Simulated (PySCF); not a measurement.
SMILES C[SiH2]c1ccc([Si](Cl)(Cl)Cl)cc1 (C7H9Cl3Si2) (GFN2-xTB optimised geometry):

```
21

Si    -1.661    -3.337    -5.499
Cl    -3.684    -3.363    -5.549
Cl    -0.975    -2.368    -7.139
Cl    -0.988    -5.249    -5.549
C     -1.059    -2.473    -3.932
C      0.159    -1.793    -3.907
C      0.609    -1.187    -2.750
C     -0.131    -1.232    -1.573
C     -1.345    -1.910    -1.601
C     -1.803    -2.519    -2.753
Si     0.475    -0.369     0.000
C     -0.188     1.411     0.000
H      0.757    -1.738    -4.805
H      1.557    -0.669    -2.761
H     -1.943    -1.964    -0.702
H     -2.751    -3.037    -2.742
H     -0.034    -1.105     1.164
H      1.943    -0.369     0.000
H      0.132     1.947     0.888
H      0.166     1.964    -0.866
H     -1.275     1.428    -0.023
```

Level of theory: PBE0/def2-SVP (PySCF).

Problem. What are the frontier orbital energies and the dipole moment?

Solution. HOMO-2 -8.68 eV, HOMO-1 -7.72 eV, HOMO -7.68 eV, LUMO -1.26 eV, LUMO+1 -0.50 eV; dipole moment 2.24 D.

On the same geometry PBE/def2-SVP (PySCF) gives HOMO-2 -7.28 eV, HOMO-1 -6.67 eV, HOMO -6.62 eV, LUMO -2.03 eV, LUMO+1 -1.39 eV; dipole moment 2.08 D.

Meta-Löwdin charges at PBE0/def2-SVP: Si1 0.89, Cl2 -0.25, Cl3 -0.25, Cl4 -0.25, C5 -0.23, C6 -0.09, C7 -0.10, C8 -0.20, C9 -0.10, C10 -0.09, Si11 0.62, C12 -0.54, H13 0.11, H14 0.11, H15 0.11, H16 0.11, H17 -0.10, H18 -0.10, H19 0.12, H20 0.12, H21 0.12.
